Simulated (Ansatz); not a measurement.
Geometry optimisation, Ansatz, RKS B3LYP-D4/def2-SVP.

Input file:

```yaml
crystal:
  periodic: [false, false, false]
  atoms:
    - { symbol: Al, position_ang: [-0.384925, 0.423148, -0.503225] }
    - { symbol: "N", position_ang: [-0.066118, 0.124243, 2.569221] }
    - { symbol: H, position_ang: [-0.766126, -0.077966, 3.283302] }
    - { symbol: H, position_ang: [0.851056, 0.080784, 3.013832] }
    - { symbol: H, position_ang: [1.152901, 0.149123, -0.697144] }
    - { symbol: "N", position_ang: [-1.595076, -0.575139, -1.336884] }
    - { symbol: H, position_ang: [-1.377637, -1.415443, -1.868136] }
    - { symbol: H, position_ang: [-2.604722, -0.445728, -1.295515] }
    - { symbol: O, position_ang: [-0.93843, 1.886015, 0.305004] }
    - { symbol: Al, position_ang: [-2.135032, 3.1009, 0.311129] }
    - { symbol: H, position_ang: [-3.436156, 2.926996, -0.583392] }
    - { symbol: H, position_ang: [-1.938573, 4.359974, 1.25175] }
    - { symbol: H, position_ang: [-0.216662, 1.101191, 2.246258] }
basis:
  gaussian: { orbitals: def2-SVP }
hamiltonian:
  xc: b3lyp
  dispersion: d4
relax:
  f_tol: 0.03
  max_steps: 50
```

Command:

```bash
$ ansatz run input.yaml --threads 4 --pin off --max-ram 5120MiB --backend cpu --events-out ev --progress --plain --runs-dir out
```

Task: Where does it end, and by what steps?

Result: It converged. The force dipped under the threshold on the way, but the program's further checks kept it going. After 30 steps the energy has fallen by 0.883 eV; H11 moved furthest, 1.54 Å. Joined: Al1–N2 (3.10 → 2.07 Å).

| step | energy less start (eV) | largest force component (eV/Å) | accepted |
| --- | --- | --- | --- |
| 0 | 0.0000 | 0.779 | yes |
| 2 | -0.3820 | 1.116 | yes |
| 4 | -0.7064 | 0.763 | yes |
| 6 | -0.8216 | 0.526 | yes |
| 8 | -0.8531 | 0.168 | yes |
| 10 | -0.8488 | 0.312 | no |
| 12 | -0.8654 | 0.103 | yes |
| 14 | -0.8701 | 0.169 | yes |
| 16 | -0.8740 | 0.091 | yes |
| 18 | -0.8743 | 0.139 | yes |
| 20 | -0.8790 | 0.134 | no |
| 22 | -0.8816 | 0.041 | yes |
| 24 | -0.8822 | 0.031 | yes |
| 26 | -0.8827 | 0.044 | yes |
| 28 | -0.8830 | 0.023 | yes |
| 30 | -0.8831 | 0.011 | yes |

```xyz
13
Properties=species:S:1:pos:R:3
Al -0.509 0.515 -0.029
N -0.055 0.107 1.949
H -0.512 -0.781 2.170
H 0.943 0.013 2.149
H 0.946 0.591 -0.682
N -1.507 -0.942 -0.434
H -1.202 -1.608 -1.139
H -2.524 -0.931 -0.432
O -1.364 2.004 0.274
Al -2.161 3.485 0.133
H -2.628 4.035 -1.279
H -2.442 4.314 1.460
H -0.440 0.835 2.556
```

Whether the end is a true minimum wasn't checked by a vibrational analysis.

Time of the run: 49 s on 4 threads of AMD EPYC 7R43 64-Core Processor (Zen 3), on a shared host, peak memory 0.3 GiB.
